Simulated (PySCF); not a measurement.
## Two-component Hartree-Fock for As⁸⁺ (arsenic, charge +8)

Start: [Ar] 3d7; 3d3/2 filled at m_j = -3/2, -1/2, +1/2, +3/2; 3d5/2 filled at m_j = +1/2, +3/2, +5/2. Calculated with PySCF 2.14 in an even-tempered Gaussian basis (18 s from 0.43 bohr⁻², ratio 2.8; 13 p from 0.56 bohr⁻², ratio 2.8; 9 d from 0.56 bohr⁻², ratio 2.8; 4 f from 3.3 bohr⁻², ratio 3): generalised Hartree-Fock with the X2C-1e Hamiltonian and a Gaussian nucleus; spin-orbit coupling (SO) screened by Boettger's factors.

```tsv
spinor shell	electrons	ε, screened SO (eV)	weight of nominal j (screened SO)	rms radius, screened SO (bohr)
1s1/2	2	-12120.7	1.000	0.0524
2s1/2	2	-1749.2	1.000	0.219
2p1/2	2	-1577.0	0.997	0.194
2p3/2	4	-1538.1	0.998	0.197
3s1/2	2	-386.39	1.000	0.619
3p1/2	2	-330.05	0.752	0.629
3p3/2	4	-316.52	0.876	0.638
3d5/2	3	-222.93	0.761	0.643
3d3/2	4	-219.87	0.706	0.646
```

```csv
quantity,screened SO
E (hartree),-2236.59455
M_J,9/2
⟨J²⟩,24.753
⟨L²⟩,12.114
⟨S²⟩,3.712
```

Each row is a mean over spinors that exchange with the open shell spreads, by up to 18.142 eV (3p3/2).

Rows whose weight is well below 1 are mixtures of j = l ± 1/2: exchange outweighs spin-orbit coupling there, and the label is only the starting occupation.
